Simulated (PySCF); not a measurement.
# MB cations for M along the alkali metals

CCSD(T) with double-zeta basis sets in PySCF, for the lowest determinant that a PBE0 search found; no spin–orbit coupling. De refers to high-spin ground-configuration atoms (the charge goes to the atom of lower measured ionisation energy or higher electron affinity, which is not always the lowest computed limit).

```csv
M,basis,"reference, frozen orbitals",charged atom,state (unpaired electrons),Re (Å),ωe (cm⁻¹),De (eV)
Li,cc-pVDZ,"UHF, 1",Li+,doublet (σ ↑),2.536,315,0.77
Na,aug-pcseg-1,"UHF, 2",Na+,doublet (σ ↑),3.007,172,0.48
K,x2c-SVPall,"UHF, 6",K+,doublet (σ ↑),3.481,129,0.30
Rb,def2-SVPD,"UHF, 1",Rb+,doublet (σ ↑),3.620,121,0.28
Cs,def2-SVP,"UHF, 1",Cs+,doublet (σ ↑),3.865,105,0.22
```

The shortest bond is that of LiB⁺ (2.536 Å), the longest that of CsB⁺ (3.865 Å).

The rows differ in basis set, which adds steps of its own.

Down a group the atoms grow and get heavier, so bonds lengthen and wavenumbers fall; this series shows no clear exception.

Correlated steps freeze the inner cores (1 to 6 orbitals); shallow outer-core shells are correlated. Weak bonds: CsB⁺, KB⁺, NaB⁺, RbB⁺. Basis-set superposition, not corrected here, can be much of De in a small basis, most of all at correlated wavefunction levels. Spin–orbit coupling is left out, which matters for elements this heavy, above all for dissociation energies. For an ion De counts to the pair picked by the measured ionisation energies or electron affinities, which need not be the lowest pair at this level. States were picked by a PBE0 search and need not be the measured ground states.
